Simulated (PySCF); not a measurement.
Job for PySCF: D3(BJ) and D4 dispersion corrections on C3H9Al (SMILES [CH3][Al]([CH3])[CH3]).

```python
from pyscf import gto
from pyscf.dispersion import dftd3, dftd4

mol = gto.M(
    atom='''
    Al   -0.02574088   -0.00178301    0.00112705
    C    -0.23172886    1.93915612    0.20402010
    C     1.77269007   -0.77673989    0.12989456
    C    -1.56955684   -1.16525816   -0.33337003
    H     0.31357950    2.47283795   -0.58190444
    H     0.19419207    2.28311237    1.15244811
    H    -1.27132505    2.27150736    0.16719891
    H     2.49486653   -0.22548477   -0.48013752
    H     1.81180451   -1.82644036   -0.16960921
    H     2.14098844   -0.71998081    1.16057903
    H    -1.56058430   -1.51658785   -1.37173623
    H    -1.54017995   -2.06403612    0.29010305
    H    -2.52910525   -0.67040282   -0.16861335
    ''',
    basis='def2-svp',
    charge=0, spin=0, verbose=0, max_memory=1800)
d3, d4 = {}, {}
for xc in ['hf', 'pbe', 'blyp', 'revpbe', 'tpss', 'r2scan', 'b3lyp', 'pbe0', 'bhlyp', 'camb3lyp', 'b2plyp']:
    d3[xc] = float(dftd3.DFTD3Dispersion(mol, xc=xc, version='d3bj', atm=False).get_dispersion()['energy'])
    print(f'D3(BJ) {xc:10s} {d3[xc]:14.8f} Eh')
for xc in ['hf', 'pbe', 'blyp', 'revpbe', 'tpss', 'r2scan', 'b3lyp', 'pbe0', 'bhlyp', 'camb3lyp', 'b2plyp']:
    d4[xc] = float(dftd4.DFTD4Dispersion(mol, xc={'camb3lyp': 'cam-b3lyp'}.get(xc, xc), atm=True).get_dispersion()['energy'])
    print(f'D4     {xc:10s} {d4[xc]:14.8f} Eh')
```

The log:

```
D3(BJ) hf            -0.06315057 Eh
D3(BJ) pbe           -0.00781191 Eh
D3(BJ) blyp          -0.01669767 Eh
D3(BJ) revpbe        -0.01918055 Eh
D3(BJ) tpss          -0.00990708 Eh
D3(BJ) r2scan        -0.00232269 Eh
D3(BJ) b3lyp         -0.01376567 Eh
D3(BJ) pbe0          -0.00690427 Eh
D3(BJ) bhlyp         -0.01113823 Eh
D3(BJ) camb3lyp      -0.00645849 Eh
D3(BJ) b2plyp        -0.00661656 Eh
D4     hf            -0.02554579 Eh
D4     pbe           -0.00739004 Eh
D4     blyp          -0.01593224 Eh
D4     revpbe        -0.02222026 Eh
D4     tpss          -0.00990088 Eh
D4     r2scan        -0.00194621 Eh
D4     b3lyp         -0.01177608 Eh
D4     pbe0          -0.00629844 Eh
D4     bhlyp         -0.00909877 Eh
D4     camb3lyp      -0.00640683 Eh
D4     b2plyp        -0.00516474 Eh
```

The run finished.

Cost: roughly 0.03 core-seconds.
